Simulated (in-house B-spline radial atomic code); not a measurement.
## Ionising the krypton ion Kr³²⁺ with different functionals

Computed with an all-electron radial atomic-structure program (B-spline basis): scalar-relativistic (spin-free X2C) Hamiltonian, Fermi nucleus of rms radius 4.1884 fm, spin-polarised at highest spin, spherical fractional occupations for the functionals. The ionisation energy is the difference of two self-consistent energies, [He] 2s2 → [He] 2s1, without Breit or QED terms; ε is the level of the shell that loses the electron (its least bound occupied spin orbital). There is no spin-orbit coupling in this Hamiltonian.

```tsv
method	rung	ΔSCF (eV)	-ε(2s) (eV)
PBEsol	GGA	3966.5	3911.5
RPBE	GGA	3970.6	3914.5
PW91	GGA	3970.6	3914.6
revTPSS	meta-GGA	3968.7	3916.8
PBE0	global hybrid	3969.3	3927.4
B97-1	global hybrid	3969.7	3925.6
LC-wPBE	range-separated hybrid	3970.0	3920.1
```

**Question.** Among the functionals, which spreads more, the ΔSCF values or the orbital energies?

**Answer.** The orbital energies: ΔSCF values span about 4.2 eV and the orbital energies 16.0 eV.

**Question.** How do they compare with the NIST value?

**Answer.** NIST lists 3971 eV ± 4 (semi-empirical, ground level to ground level). Errors run from -4.5 to -0.4 eV; all lie within about twice that uncertainty, so the table can't rank the methods.
